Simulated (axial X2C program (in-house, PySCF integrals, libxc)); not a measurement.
# GaTe: properties at the nuclei

Calculated with an axial X2C code built on PySCF integrals: two-component X2C with atomic mean-field Coulomb and Gaunt terms, Gaussian nuclei, basis Te dyall-cv3z, Ga dyall-cv3z with contracted cores.

R = 2.452 Å (near the PBE0 minimum at charge 0 of the determinant lowest at the starting distance; the state shown can have its own minimum elsewhere).

Determinant lowest in the PBE0 search, Ω = 1/2 (⟨Sz⟩ = 0.38, ⟨Lz⟩ = 0.12 at PBE0), spin on the atoms Te 0.17, Ga 0.21:

```csv
level,Eeff magnitude (GV/cm),Ws magnitude Te (kHz),Ws magnitude Ga (kHz),A∥/gI Te (MHz),qzz Te (a.u.),A∥/gI Ga (MHz),qzz Ga (a.u.),μ (D)
PBE0,1.64,1.24,2.27,6.65,6.60,860,-1.45,2.54
HF,2.25,2.17,3.41,-122,5.12,251,-1.90,2.76
PBE50,1.68,1.64,2.57,-85.2,6.51,698,-1.65,2.77
B3LYP,1.59,1.04,2.08,127,6.04,836,-1.45,2.36
BP86,1.65,0.812,1.97,145,6.43,1000,-1.23,2.23
```

Determinant 0.14 eV from it at PBE0 and this distance, Ω = 3/2 (⟨Sz⟩ = 0.50, ⟨Lz⟩ = 1.00 at PBE0), spin on the atoms Te 0.48, Ga 0.02:

| level | Eeff magnitude (GV/cm) | Ws magnitude Te (kHz) | A∥/gI Te (MHz) | qzz Te (a.u.) | A∥/gI Ga (MHz) | qzz Ga (a.u.) | μ (D) |
| --- | --- | --- | --- | --- | --- | --- | --- |
| PBE0 | 0.637 | 0.206 | 460 | -4.07 | 28 | -2.92 | 0.73 |
| HF | 1.43 | 0.5 | 435 | -4.05 | 25.3 | -3.12 | 0.77 |
| PBE50 | 0.821 | 0.275 | 462 | -3.97 | 25.6 | -3.02 | 0.78 |
| B3LYP | 0.494 | 0.148 | 490 | -4.18 | 29.6 | -2.91 | 0.80 |
| BP86 | 0.453 | 0.136 | 483 | -4.22 | 30 | -2.82 | 0.67 |

Eeff is the effective electric field on the electron electric dipole moment in this Ω state and Ws the scalar–pseudoscalar constant of the nucleus named (defined with the proton number Z and per Ω); A∥ (defined per Ω) follows by multiplying with gI = μI/(I μN); qzz is the electric field gradient, eQq0 = 234.96 MHz × Q/barn × qzz; μ is positive if the Ga end (last atom) is positive. The operators were transformed with the bare-nucleus X2C matrices; with these basis sets, hyperfine constants and field gradients can be off by tens of per cent, and where levels differ in sign neither size nor sign is settled.

(1) With Q(69Ga) = 0.171 barn (Q from Pyykkö, Mol. Phys. 2018), turn the PBE0 values of the first state into constants in MHz.

Each state is one determinant with collinear spin. Unrestricted Hartree–Fock can overshoot spin polarisation at the nuclei. Where Eeff spreads by more than a factor of two the levels disagree and none is to be relied on. States lie within half an eV, so the first need not be the ground state. The sign of Ws at Ga differs between levels in the second state. Where a field gradient or hyperfine factor spreads by more than a factor of two over the levels, a constant derived from it is not to be relied on. PBE0 term energies can be off by some tenths of an eV.

## Answers

(1) eQq0(69Ga) = 234.96 × (0.171) × (-1.45) = -58.3 MHz.
